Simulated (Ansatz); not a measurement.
This geometry of CH5Ga + H2 (9 atoms, charge 0, multiplicity 1) is a first-order saddle point.

Level of theory: Ansatz 0.2.0, RKS PBE-D4/def2-mTZVP.

```xyz
9
Properties=species:S:1:pos:R:3
Ga -0.045 -0.269 0.029
C -0.021 -0.045 2.241
H -0.984 -0.173 2.751
H 0.782 -0.497 2.840
H 0.191 1.034 2.201
H 1.419 -0.100 -0.482
H -1.463 0.155 -0.459
H -0.185 -1.969 0.524
H -0.124 -1.295 1.380
```

(1) Which two structures does it join? (They come from a converged band through this point; their orientation in space is the band's.)

(2) How far does it lie above each of them?

Answers

(1) Bonds broken: Ga1–C2, H8–H9. Bonds formed: Ga1–H8, C2–H9. CH5Ga + H2 becomes CH4 + GaH3.

Initial state:

```xyz
9
Properties=species:S:1:pos:R:3
Ga 0.001 0.044 0.355
C 0.036 0.345 2.319
H -0.902 0.051 2.808
H 0.873 -0.170 2.809
H 0.171 1.425 2.496
H 1.348 -0.184 -0.449
H -1.361 0.142 -0.451
H -0.321 -2.437 0.193
H -0.276 -2.374 0.945
```

Final state:

```xyz
9
Properties=species:S:1:pos:R:3
Ga -0.086 -0.601 -0.424
C -0.018 -0.144 2.562
H -0.953 0.079 3.087
H 0.809 -0.246 3.275
H 0.213 0.683 1.877
H 1.341 0.057 -0.590
H -1.387 0.293 -0.501
H -0.216 -2.173 -0.294
H -0.133 -1.106 2.035
```

(2) 1.19 eV above the first and 1.60 eV above the second. This is the barrier of this one path; another mechanism may lie lower. The orbitals stay closed-shell, which can raise the energy where a bond breaks towards radicals; this wasn't checked here.

Run time: 2.4 min on 1 thread of Arm Neoverse V2, with other jobs on the host, peak memory 0.14 GiB.
